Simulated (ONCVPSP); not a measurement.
## How hard is this Ni ONCV potential?

* Element: nickel
* Generator: ONCVPSP 4.0.1
* Type: optimised norm-conserving Vanderbilt (ONCV)
* Functional: PBEsol
* Relativity: scalar-relativistic
* Frozen core: [Ar]
* Valence charge: 10
* Reference configuration: 3d8 4s2
* Partial waves: 4s: rc 2.20 bohr, ncon 4, nbas 8, qcut 2.8 1/bohr, 2 projectors, debl 3.5 Ha; p scattering state at 0.18 Ha: rc 2.35 bohr, ncon 4, nbas 8, qcut 3.1 1/bohr, 1 projector; 3d: rc 1.65 bohr, ncon 4, nbas 9, qcut 8 1/bohr, 2 projectors, debl 2.7 Ha
* Local potential: polynomial inside 1.20 bohr (lpopt 4, dvloc0 0 Ha)
* Core correction: none

In the p channel the program set the typed energies aside and used 0.050 Ha.

For each optimised wave give the share of its norm inside rc, the residual kinetic energy above qcut (Ha) and the cutoffs (Ha) for errors of 10, 1, 0.1 and 0.01 mHa per electron.

| wave | norm inside rc | residual KE | 10 mHa | 1 mHa | 0.1 mHa | 0.01 mHa |
| --- | --- | --- | --- | --- | --- | --- |
| 4s | 0.334 | 2.2e-03 | 2.6 | 6.4 | 30.6 | 37.2 |
| s projector 2 | 0.112 | 2.3e-01 | 13.1 | 42.4 | 49.4 | 61.1 |
| p projector 1 | 0.312 | 3.9e-04 | 1.2 | 3.5 | 11.4 | 33.3 |
| 3d | 0.874 | 4.5e-04 | 26.0 | 30.4 | 80.5 | 119.9 |
| d projector 2 | 0.168 | 2.8e-03 | 28.5 | 45.6 | 133.7 | 151.5 |

The occupied waves need 30 Ha and 81 Ha for 1 and 0.1 mHa. Note: no bound ghost flagged; GHOST(+) flagged for s at 89.0 eV.
